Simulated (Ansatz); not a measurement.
Basis-set extrapolation for CH7NSSi (`NC([SiH3])S`) (PBE0-D4/def2-TZVP geometry, frozen core, Ansatz). Multiplicity 1, RHF reference.

```json
{"": "HF", "def2-TZVPP": "-782.900334", "def2-QZVPP": "-782.925518"}
{"": "MP2 correlation", "def2-TZVPP": "-0.699212", "def2-QZVPP": "-0.750984"}
{"": "CCSD(T) correlation", "def2-TZVPP": "-0.783499", "def2-QZVPP": "not run"}
```

Energies in hartree. Use E(X) = E(∞) + A·exp(−7.88·√X) for Hartree–Fock and E(X) = E(∞) + B·X^(−2.97) for correlation, with X = 3 and 4, and add CCSD(T) minus MP2 of the smaller set to the MP2 limit.

What is the CCSD(T) energy at the basis-set limit?

HF limit: -782.925518 + (-0.025184) × 0.13774 = -782.92899. MP2 limit: -0.750984 + (-0.051772) × 0.74074 = -0.78933. Higher-order term: -0.783499 − (-0.699212) = -0.08429. Total: -783.80261 hartree, 311.8 kJ/mol below CCSD(T)/def2-TZVPP.
